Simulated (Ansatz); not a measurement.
Coupled-cluster run, CH₆ClGeN (`[NH2][GeH2][CH2]Cl`).

```yaml
crystal:
  periodic: [false, false, false]
  atoms:
    - {symbol: N, position_ang: [-1.437372, 0.289337, -1.054788]}
    - {symbol: Ge, position_ang: [-0.400838, -0.740574, 0.053536]}
    - {symbol: C, position_ang: [1.159915, 0.234521, 0.772626]}
    - {symbol: Cl, position_ang: [2.106046, 0.919346, -0.576339]}
    - {symbol: H, position_ang: [-0.921670, 0.691695, -1.826196]}
    - {symbol: H, position_ang: [-1.937117, 1.030461, -0.583176]}
    - {symbol: H, position_ang: [0.125246, -1.929205, -0.762871]}
    - {symbol: H, position_ang: [-1.286681, -1.189954, 1.229871]}
    - {symbol: H, position_ang: [0.854415, 1.063490, 1.410472]}
    - {symbol: H, position_ang: [1.821254, -0.420316, 1.339665]}
basis:
  gaussian: {orbitals: def2-TZVPP}
correlation: {method: ccsd_t}
```

```sh
$ ansatz run in.yaml --threads 4 --pin off --events-out ev --progress --plain --max-ram 10444MiB
```

Log, shortened:

```
Functional definition: HF
1404 factors; integrals over basis functions are off by at most 8.1e-4 eV
mean field evaluation 1: about -71582.8760 eV, gradient 3.6e1 eV
mean field evaluation 2: about -71583.0501 eV, gradient 3.6e1 eV
mean field evaluation 4: about -71585.9854 eV, gradient 3.6e0 eV
mean field evaluation 8: about -71586.0310 eV, gradient 2.5e-1 eV
mean field -71586.03129131 eV, -2630.7381272010 hartree, gradient 2.0e-6 eV, S^2 0.000000; 0 other end points of the search recorded, 0 dependent functions left out
16 core orbitals not correlated: weight in the atoms' cores, before any rotation towards them, 1.000 or more for the frozen orbitals, at most 0.000 for the correlated occupied ones
reference -71586.03129131 eV, -2630.7381272010 hartree; 18, 18 occupied and 202, 202 virtual orbitals, 1404 factors
second order -22.96863511 eV of doubles, -0.00000000 eV of singles
cycle   1  -23.34136555 eV  change   -3.7e-1 eV  update   1.0e-1
cycle   2  -23.96698675 eV  change   -6.3e-1 eV  update   2.8e-2
cycle   3  -24.05983872 eV  change   -9.3e-2 eV  update   1.3e-2
cycle   4  -24.05133218 eV  change    8.5e-3 eV  update   2.9e-3
cycle   5  -24.05147570 eV  change   -1.4e-4 eV  update   1.2e-3
cycle   6  -24.05157136 eV  change   -9.6e-5 eV  update   3.6e-4
cycle   7  -24.05146607 eV  change    1.1e-4 eV  update   1.6e-4
cycle   8  -24.05147530 eV  change   -9.2e-6 eV  update   6.2e-5
cycle   9  -24.05148247 eV  change   -7.2e-6 eV  update   2.5e-5
perturbative correction -0.94843787 eV, -0.0348544488 hartree
Total energy: -71611.03121166 eV, -2631.6568573280 hartree
```

Run time 2.6 min (4 threads of an Arm Neoverse V1 on a shared host); peak host memory 4.3 GiB.

MP2 recovers 91.9 % of the CCSD(T) correlation energy and the triples give 3.8 %; T1 = 0.0102.
